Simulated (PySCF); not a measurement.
**From computed data to an observable: dipole moment from atomic charges**

Ta(NH)(Cl)2(Me) (CH₄Cl₂NTa), SMILES [CH3][Ta](=[NH])([Cl])[Cl], multiplicity 1. Atoms are numbered in the order given.

```xyz
9

Ta     0.0775    -0.1301     0.0000
N      1.6227    -0.9529     0.0000
H      2.5428    -1.3777     0.0000
Cl    -0.2124     1.0098     1.9947
Cl    -0.2124     1.0098    -1.9947
C     -1.2883    -1.7672     0.0000
H     -1.1396    -2.4012     0.8901
H     -2.3252    -1.3852     0.0000
H     -1.1396    -2.4012    -0.8901
```
Charge 0, spin multiplicity 1.

Coordinates come from a PBE0-D3(BJ)/def2-SVP optimisation. The spin state was assumed, not searched. The structure was generated by enumeration; whether it is a known compound was not checked. The def2 effective core potentials stand for the cores of Ta; spin–orbit coupling is left out.

Charges (e) from PBE/def2-TZVP run with PySCF:

```tsv
atom	ESP fit	Mulliken
Ta1	0.803	1.034
N2	-0.728	-0.517
H3	0.398	0.227
Cl4	-0.187	-0.311
Cl5	-0.187	-0.311
C6	-0.555	-0.597
H7	0.159	0.162
H8	0.139	0.152
H9	0.159	0.162
```

The dipole moment of the full density is 1.38 D.

Question: What dipole moment does each set of point charges give, and which comes closer to that of the density?

Answer: 
μ = Σ q r, and 1 e Å = 4.8032 D.
ESP fit: Σ q r = (0.002, -0.312, 0.000) e Å, |μ| = 1.50 D.
Mulliken: Σ q r = (-0.003, -0.516, 0.000) e Å, |μ| = 2.48 D.
ESP fit comes closer in size. Point charges leave out the atoms' own dipoles (lone pairs, polarised bonds); fits to the potential absorb them, partitions of the density don't.
